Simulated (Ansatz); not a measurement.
Ansatz (a program for electronic structure) input:

Ansatz 0.2 input:
```yaml
crystal:
  periodic: [false, false, false]
  atoms:
    - {symbol: Si, position_ang: [-1.57618248, -0.02765166, 0.53235007]}
    - {symbol: Ge, position_ang: [0.64526017, 0.05102917, -0.21223446]}
    - {symbol: H, position_ang: [-1.72713899, -1.41593366, -0.07183293]}
    - {symbol: H, position_ang: [1.60070679, -1.13683560, -0.49696948]}
    - {symbol: H, position_ang: [1.54466141, 1.30695885, -0.09259570]}
basis:
  gaussian:
    orbitals: def2-TZVPD
hamiltonian:
  xc: {name: B97M-V}
magnetization: {spin_polarized: true, initial_magnetization: 1}
output: {forces: true}
```

### Question
What final total energy does it print?

### Answer
-2367.75702 Eh (B97M-V/def2-TZVPD). The basis has 124 functions.

It need not be the lowest isomer of its formula.
